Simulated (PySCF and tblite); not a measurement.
The numbers below are computed, except where a source is named.
System: C₅H₈Ge, numbered as in [GeH3:1][CH:2]1[CH:3]=[CH:4][CH:5]=[CH:6]1.

The path came from a restrained scan, a climbing-image band and a saddle search at GFN2-xTB; energies are PBE0/pcSseg-1 + D3(BJ)//PBE0-D3(BJ)/def2-SVP, thermal terms GFN2-xTB. Rates follow Eyring's equation with the number of equivalent paths and no tunnelling. (PySCF 2.14 with density fitting, tblite 0.8.)

Tunnelling of the moving H, left out here, will speed the real process. Spin–orbit effects of heavy atoms on shieldings are missing.

(1) What barrier does the shift of H on C2 from C2 to C6 meet, and how fast is it at 298 K?

Answers

(1) The electronic barrier is 27.9 kcal/mol and ΔG‡(298 K) 25.5 kcal/mol, over a C1 saddle with an imaginary mode of 1094i cm⁻¹ (GFN2-xTB). With 2 equivalent paths, k is 2.4×10⁻⁶ s⁻¹, a mean lifetime of the start of 4.7 days against this motion. The end lies 2.5 kcal/mol above the start in free energy.
